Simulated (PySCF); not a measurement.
A PySCF script (with the pyscf-properties extension) for the NMR shieldings of `C[N+]1(C)[BH2-][H+][BH2-]1`, C₂H₁₁B₂N, on a PBE0-D3(BJ)/def2-SVP geometry:

```python
import basis_set_exchange as bse
import numpy as np
from pyscf import gto, scf
from pyscf.prop import nmr

atoms = """
C    -1.269894   -0.755783    1.056509
N    -0.478850    0.106657    0.178367
C    -1.315174    1.099242   -0.497308
B     0.877860    0.614557    0.742825
H     1.688917   -0.066913   -0.090295
B     0.601117   -0.596085   -0.691001
H    -1.774169   -0.151163    1.826074
H    -0.614181   -1.482222    1.548530
H    -2.028109   -1.298118    0.470676
H    -0.693981    1.723242   -1.148519
H    -2.080274    0.595830   -1.108585
H    -1.812989    1.742175    0.244971
H     1.159388    0.175150    1.833126
H     1.118819    1.771294    0.488086
H     0.713267   -1.781081   -0.481970
H     0.675627   -0.180814   -1.823574
"""
names = dict.fromkeys(["C", "N", "B", "H"], "pcSseg-2")
basis = {el: gto.basis.parse(bse.get_basis(n, elements=[el], fmt="nwchem")) for el, n in names.items()}
mol = gto.M(atom=atoms, basis=basis, charge=0, verbose=0)
mf = scf.RHF(mol)
mf.conv_tol = 1e-9
mf.kernel()

calc = nmr.RHF(mf)   # GIAO
C = mf.mo_coeff
Co = C[:, mf.mo_occ > 0]
resp = mf.gen_response(singlet=True, hermi=2)
def vind(x):   # induced exchange potential for any number of trial vectors
    d = np.einsum("pi,xij,qj->xpq", C, 2 * x.reshape(-1, C.shape[1], Co.shape[1]), Co, optimize=True)
    return np.einsum("xpq,pi,qj->xij", resp(d - d.transpose(0, 2, 1)), C, Co, optimize=True).ravel()
mo1, _ = nmr.rhf.solve_mo1(calc, with_cphf=vind)
sigma = calc.kernel(mo1)
for i, s in enumerate(sigma):   # ppm
    w = np.linalg.eigvalsh((s + s.T) / 2)
    print("%2d %-2s iso %8.1f  s11 %8.1f  s22 %8.1f  s33 %8.1f" % (i, mol.atom_pure_symbol(i), w.mean(), *w))
```

Task: What are the results?

Result: 
```
 0 C  iso    142.6  s11    114.8  s22    129.1  s33    183.8
 1 N  iso    269.0  s11    245.7  s22    258.7  s33    302.4
 2 C  iso    142.5  s11    114.6  s22    129.1  s33    183.7
 3 B  iso    129.7  s11    109.0  s22    134.1  s33    146.0
 4 H  iso     31.6  s11     27.6  s22     28.9  s33     38.3
 5 B  iso    129.5  s11    108.9  s22    133.8  s33    145.8
 6 H  iso     29.3  s11     25.2  s22     26.6  s33     35.9
 7 H  iso     29.4  s11     24.9  s22     27.2  s33     36.1
 8 H  iso     29.2  s11     25.2  s22     26.6  s33     35.9
 9 H  iso     29.4  s11     24.9  s22     27.2  s33     36.1
10 H  iso     29.2  s11     25.2  s22     26.6  s33     35.9
11 H  iso     29.2  s11     25.2  s22     26.6  s33     35.9
12 H  iso     30.0  s11     26.6  s22     28.6  s33     34.9
13 H  iso     30.0  s11     26.6  s22     28.6  s33     34.9
14 H  iso     30.0  s11     26.6  s22     28.6  s33     34.9
15 H  iso     30.0  s11     26.6  s22     28.6  s33     34.9
```

These numbers come from an equivalent density-fitted implementation of the same equations, which agrees with the script to about 0.01 ppm for H and up to a few tenths of a ppm for heavy atoms, so last digits may differ.

Size and cost of the density-fitted run: 334 basis functions, 21 s wall time on 1 thread of an Arm Neoverse V2, shared host; peak memory 1.5 GiB.
